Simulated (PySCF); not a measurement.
Polarisability and C₆ of Sc⁺ (scandium, charge +1)

[Ar] 3d1 4s1, high-spin 3D determinant. Calculation: PySCF 2.14, in ANO-RCC-VTZP; the spin-free X2C one-electron Hamiltonian (Gaussian nucleus). Coupled (time-dependent) response in atomic units; α is the mean over directions. The basis has no added diffuse functions, which lowers α and C₆.

| method | mean α (bohr³) | α xx, yy, zz | C₆ (like pair) | S(−4) |
| --- | --- | --- | --- | --- |
| UHF | 75.89 | 74.64, 74.64, 78.37 | 556.8 | 5296 |
| PBE | 57.55 | 56.91, 56.91, 58.82 | 379.3 | 2959 |
| PBE0 | 61.85 | 60.77, 60.77, 64.00 | 418.4 | 3453 |
| TPSSh | 66.26 | 64.39, 64.39, 70.01 | 460.8 | 3982 |

S(−4) is the Cauchy moment in α(ω) = α(0) + S(−4) ω² + …

α(iu) at PBE0:

```tsv
u (hartree)	α(iu) (bohr³)
0	61.85
0.0500	54.34
0.100	40.24
0.200	20.92
0.300	12.66
0.500	6.753
0.750	4.306
1.00	3.159
1.50	1.968
2.00	1.339
3.00	0.7223
5.00	0.3018
```

A single London oscillator, α(iu) = α/(1 + u²/ω²), gives C₆ = (3/4) ω α². Matching the computed C₆ needs ω = 4 × 418.4 / (3 × 61.85²) = 0.146 hartree.

For an ion, C₆ is the dispersion term alone; charge-induced terms of lower order in 1/R come first.

The components differ because the open shell of this determinant is not spherical; for a pure term their mean is the scalar polarisability.
